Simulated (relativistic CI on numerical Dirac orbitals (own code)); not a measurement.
# Radial parameters of Cr2+

Computed by Dirac-Coulomb-Breit CI, KLI orbitals optimised for each configuration, model QED (radiative potential, 1s self-energy scaled to tabulated hydrogen-like ionisation energies), valence Slater integrals scaled by 0.85, P86 correlation energy added to each configuration (own radial code, finite nucleus).

Slater integrals F^k, G^k are unscaled and averaged over j, outside the closed core [Ne] 3s2; ζ comes from projecting the Hamiltonian with its Breit term on Σ l·s of the shell.

- 3p6 3d4: F^2(3d,3d) = 77380, F^4(3d,3d) = 48075, ζ(3d) = 220.56 cm⁻¹; <r>(3d) = 1.208, <r^2>(3d) = 1.852 (bohr units).
- 3p6 3d3 4s: F^2(3d,3d) = 83340, F^4(3d,3d) = 52013, ζ(3d) = 259.25, G^2(3d,4s) = 12117 cm⁻¹; <r>(3d) = 1.134, <r^2>(3d) = 1.622, <r>(4s) = 2.609, <r^2>(4s) = 7.707 (bohr units).
- 3p6 3d3 4p: F^2(3d,3d) = 84151, F^4(3d,3d) = 52565, ζ(3d) = 264.17, F^2(3d,4p) = 19755, G^1(3d,4p) = 8072.9, G^3(3d,4p) = 6964.5, ζ(4p) = 456.86 cm⁻¹; <r>(3d) = 1.125, <r^2>(3d) = 1.591, <r>(4p) = 3.079, <r^2>(4p) = 10.76 (bohr units).

(1) Give the Racah parameters of the d shell in 3p6 3d4.

In this model ζ of a weakly bound d, f or g electron outside closed shells comes out too small, for d by up to a factor of two or three and at times with the wrong sign; that of an outer p electron is too small as well.

For a near-neutral ion this model can misplace configurations by up to about 10,000 cm⁻¹ (more where the count of f electrons changes) and terms by 10 to 25 % of their spread. Rates follow the energies as ν³ (E1, M1) or ν⁵ (E2), so they and the lifetimes can be off by large factors. The fine structure of a lone outer electron comes out too small, for d and f at times inverted, and misplaced configurations move strength between like terms. 67 of the 67 excited levels that our extract of the measured tables holds in this range could be paired (the sources list more); they are missed by 884 cm⁻¹ on average and 3565 at most, and levels without a partner can miss by more.

Averages of the first 10 configurations, taken without configuration mixing, which lowers the lowest level and can move excited configurations by several eV; other configurations of the list can lie among them:

| Configuration | Parity | States | Average energy above the lowest level (eV) |
| --- | --- | --- | --- |
| 3p6 3d4 | even | 210 | 3.2 |
| 3p6 3d3 4s | even | 240 | 8.9 |
| 3p6 3d3 4p | odd | 720 | 14.3 |
| 3p6 3d2 4s2 | even | 45 | 19.4 |
| 3p6 3d3 4d | even | 1200 | 21.3 |
| 3p6 3d3 5s | even | 240 | 21.6 |
| 3p6 3d3 5p | odd | 720 | 23.5 |
| 3p6 3d2 4s 4p | odd | 540 | 24.4 |
| 3p6 3d3 4f | odd | 1680 | 25.5 |
| 3p6 3d3 5d | even | 1200 | 26.3 |

Answers

(1) B = F²/49 − 5F⁴/441 = 1034 cm⁻¹ and C = 35F⁴/441 = 3816 cm⁻¹; values fitted to spectra at such low charge are typically 15 to 30 % smaller.
